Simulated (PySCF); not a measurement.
A structure optimised at PBE-D3(BJ)/def2-SVP, used in a PySCF frequency run:

```
C
H 1 1.1130
C 1 1.5087 2 112.94
F 3 1.3347 1 128.60 2 -69.45
C 3 1.3488 4 133.87 1 179.54
H 5 1.0980 3 135.18 4 1.31
C 5 1.5240 6 133.64 3 -179.01
H 7 1.1109 5 115.92 6 62.96
H 7 1.1109 8 108.92 5 132.27
C 1 1.5246 2 110.49 3 -134.65
H 10 1.1090 1 111.14 2 -57.66
H 10 1.1091 11 107.73 1 -121.79
H 10 1.1097 11 108.18 12 -116.25
```

### Question
Write its SMILES and formula.

### Answer
C[C@H]1CC=C1F, C5H7F

### Question
What are its rotational constants (standard atomic weights)?

### Answer
4.8791, 3.6400, 2.2975 GHz
